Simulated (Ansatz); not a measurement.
System: sum formula SiH$_{3}$S$_{3}$ (charge 0, doublet). It need not be the lowest isomer of its formula. 
Geometry from a B3LYP-D3(BJ)/def2-TZVP (Ansatz, a first-principles code) optimisation:
```
Si
S 1 2.1471
H 2 1.3450 1 94.06
S 1 2.1602 2 102.04 3 168.86
H 4 1.3438 1 93.61 2 151.70
S 1 2.1657 2 108.73 3 -70.23
H 6 1.3453 1 94.30 2 161.15
```
Charge 0, spin multiplicity 2.

Basis-set convergence of Hartree-Fock and CCSD(T) correlation energies (hartree) with Ansatz. Valence correlation only, unless marked. UHF or UKS for open shells. No spin-orbit coupling. No relativistic terms.

```csv
basis,functions,E(HF),"E(corr, CCSD(T))"
aug-cc-pV(D+d)Z,155,-1483.36144,-0.59774
aug-cc-pV(T+d)Z,289,-1483.41111,-0.73841
aug-cc-pV(Q+d)Z,494,-1483.42287,-0.78186
```

Extrapolating the two largest sets (X = 3 and 4) as X^-3: E(corr) = (64·(-0.78186) - 27·(-0.73841))/37 = -0.8136 Eh, an estimate of the basis-set limit. The largest set recovers 96.1 % of it, the smallest 73.5 %.
